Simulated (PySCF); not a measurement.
Computed IR spectrum (relative IR intensity) of a molecule C2H10O2Si2. Coordinates come from a B3LYP-D3(BJ)/def2-SVP optimisation. One conformer was computed; it need not be the lowest. These are B3LYP-D3(BJ)/def2-SVP (PySCF) values and carry that method's errors. Frequencies are harmonic and unscaled.

Lines under 2 % of the strongest are left out, and lines within 2 cm⁻¹ are merged.

```json
[
 {"ν (cm⁻¹)": "171", "relative intensity": "2.2"},
 {"ν (cm⁻¹)": "190", "relative intensity": "31"},
 {"ν (cm⁻¹)": "206", "relative intensity": "3.6"},
 {"ν (cm⁻¹)": "224", "relative intensity": "8.6"},
 {"ν (cm⁻¹)": "243", "relative intensity": "28"},
 {"ν (cm⁻¹)": "293", "relative intensity": "12"},
 {"ν (cm⁻¹)": "367", "relative intensity": "8.7"},
 {"ν (cm⁻¹)": "557", "relative intensity": "2.7"},
 {"ν (cm⁻¹)": "596", "relative intensity": "8.0"},
 {"ν (cm⁻¹)": "634", "relative intensity": "29"},
 {"ν (cm⁻¹)": "721", "relative intensity": "3.0"},
 {"ν (cm⁻¹)": "738", "relative intensity": "30"},
 {"ν (cm⁻¹)": "769", "relative intensity": "35"},
 {"ν (cm⁻¹)": "817", "relative intensity": "24"},
 {"ν (cm⁻¹)": "830", "relative intensity": "63"},
 {"ν (cm⁻¹)": "892", "relative intensity": "14"},
 {"ν (cm⁻¹)": "903", "relative intensity": "46"},
 {"ν (cm⁻¹)": "914", "relative intensity": "100"},
 {"ν (cm⁻¹)": "948", "relative intensity": "39"},
 {"ν (cm⁻¹)": "959", "relative intensity": "15"},
 {"ν (cm⁻¹)": "986", "relative intensity": "46"},
 {"ν (cm⁻¹)": "1012", "relative intensity": "16"},
 {"ν (cm⁻¹)": "1048", "relative intensity": "11"},
 {"ν (cm⁻¹)": "1127", "relative intensity": "15"},
 {"ν (cm⁻¹)": "1483", "relative intensity": "2.6"},
 {"ν (cm⁻¹)": "2186", "relative intensity": "57"},
 {"ν (cm⁻¹)": "2205", "relative intensity": "39"},
 {"ν (cm⁻¹)": "2252", "relative intensity": "83"},
 {"ν (cm⁻¹)": "3001", "relative intensity": "2.6"},
 {"ν (cm⁻¹)": "3016", "relative intensity": "11"},
 {"ν (cm⁻¹)": "3089", "relative intensity": "7.9"},
 {"ν (cm⁻¹)": "3101", "relative intensity": "5.2"},
 {"ν (cm⁻¹)": "3874", "relative intensity": "51"}
]
```

Q: Which structure fits?
(A) O[SiH2]CCO[SiH3]
(B) OC[SiH2]C[SiH2]O
(C) C[C@H](O)[Si@@H](O)[SiH3]
(D) CC([SiH2]O)[SiH2]O

A: D, CC([SiH2]O)[SiH2]O
